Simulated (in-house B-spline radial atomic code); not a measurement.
How numerical settings move a run on the argon ion Ar⁺, [Ne] 3s2 3p5. Computed with an all-electron radial atomic-structure program (B-spline basis): non-relativistic LC-wPBE, spin-polarised, spherical fractional occupations, point nucleus.

Command:
```bash
python run_scf.py task.json out
```
Settings of the sound reference run:
```
Z                18
electrons        17
configuration    [Ne] 3s2 3p5
hamiltonian      nr
method           lc_wpbe
spin_polarised   True
knot_spacing     0.22
spline_order     8
gauss_points     12
box_radius       35.29
max_iterations   70
damping          0.5
damped_steps     3
diis_vectors     10
tolerance        1e-08
start            Thomas-Fermi
```

Run time, properties included: 0.57 s on 1 thread of Arm Neoverse N1, with other jobs on the host.

It converges in 11 iterations to -526.720013 hartree, with 3p down at -23.3273 eV. The other runs change the listed settings, some to values that make no sense; their results aren't properties of the atom or ion. Radii are in bohr (the nuclear one in fm), a minus after a letter asks for a j subshell, and «unchanged» means within 1e-8 hartree. The run stops when the residual is below 10 × tolerance × max(1, Z/10), or a noise floor if that is larger, and the energy moves by less than 1e-8 × √|E| hartree; so very loose and very tight tolerances often act alike.

```tsv
changed settings	outcome
hamiltonian = dirac, method = hf, nucleus = fermi, rms_radius = 3.4274, mass_number = 40, atomic_mass = 39.96238, speed_of_light = 137.036	stopped with error: spin polarisation is not served with the Dirac Hamiltonian
knot_spacing = 0.1	converged in 10 iterations, energy -6.42e-06 hartree from the reference, 3p down level -7.1e-06 eV
box_radius = 5.29	converged in 10 iterations, energy +2.80e-03 hartree from the reference, 3p down level +1.0e-01 eV (the program warns: 3p down reaches the box edge; 3s up reaches the box edge)
first_knot = 5.56e-06, max_iterations = 50, damping = 0, damped_steps = 8, tolerance = 1e-13	converged in 12 iterations, energy +1.64e-06 hartree from the reference, 3p down level -1.2e-06 eV
box_radius = 7.06	converged in 11 iterations, energy +4.57e-05 hartree from the reference, 3p down level +2.8e-03 eV (the program warns: 3p down reaches the box edge; 3s up reaches the box edge)
box_radius = 1.41	converged in 8 iterations, energy +2.23e+01 hartree from the reference, 3p down level +1.3e+02 eV (the program warns: 3p down has a positive eigenvalue: unbound, held by the box; 3s up has a positive eigenvalue: unbound, held by the box)
box_radius = 10.59	converged in 11 iterations, energy -5.18e-07 hartree from the reference, 3p down level -1.5e-05 eV
knot_spacing = 0.55	converged in 12 iterations, energy +5.55e-03 hartree from the reference, 3p down level -5.2e-03 eV
knot_spacing = 1	converged in 11 iterations, energy +1.45e+00 hartree from the reference, 3p down level -3.4e-01 eV (the program warns: 3s up reaches the box edge; 3s down reaches the box edge)
knot_spacing = 1.4, max_iterations = 50, damped_steps = 0, tolerance = 0.0001	converged in 7 iterations, energy +2.05e+01 hartree from the reference, 3p down level -2.1e+00 eV (the program warns: 3p down reaches the box edge; 1s up reaches the box edge)
knot_spacing = 0.4	converged in 11 iterations, energy +1.29e-04 hartree from the reference, 3p down level +4.6e-04 eV
box_radius = 141.16	converged in 11 iterations, energy unchanged
electrons = 18, configuration = [Ne] 3s2 3p5 4p-1, max_iterations = 100	stopped with error: j subshells need the Dirac Hamiltonian and l > 0
electrons = 19, configuration = [Ne] 3s2 3p7, max_iterations = 50	stopped with error: shell 3p holds at most 3 electrons (per spin)
knot_spacing = 0.55, spline_order = 6, max_iterations = 12, damped_steps = 0	converged in 10 iterations, energy +9.74e-03 hartree from the reference, 3p down level -4.1e-03 eV
gauss_points = 8, max_iterations = 2, damping = 0.8, damped_steps = 30	not converged after 2 iterations, last residual 1.3e-01, last energy +5.90e-01 hartree from the reference
```

(1) What happens with box_radius = 3.53?

(2) What happens with box_radius = 2.12?

(3) What happens with knot_spacing = 0.15?

(4) What happens with knot_spacing = 2?

Results:

(1) Converged in 10 iterations, energy +1.42e-01 hartree from the reference, 3p down level +2.5e+00 eV (the program warns: 3p down reaches the box edge; 3s up reaches the box edge).

(2) Converged in 8 iterations, energy +3.59e+00 hartree from the reference, 3p down level +3.0e+01 eV (the program warns: 3p down has a positive eigenvalue: unbound, held by the box; 3p up has a positive eigenvalue: unbound, held by the box).

(3) Converged in 10 iterations, energy -3.95e-06 hartree from the reference, 3p down level -1.0e-05 eV.

(4) Converged in 10 iterations, energy +3.64e+01 hartree from the reference, 3p down level -4.0e+00 eV (the program warns: 3p down reaches the box edge; 1s up reaches the box edge).
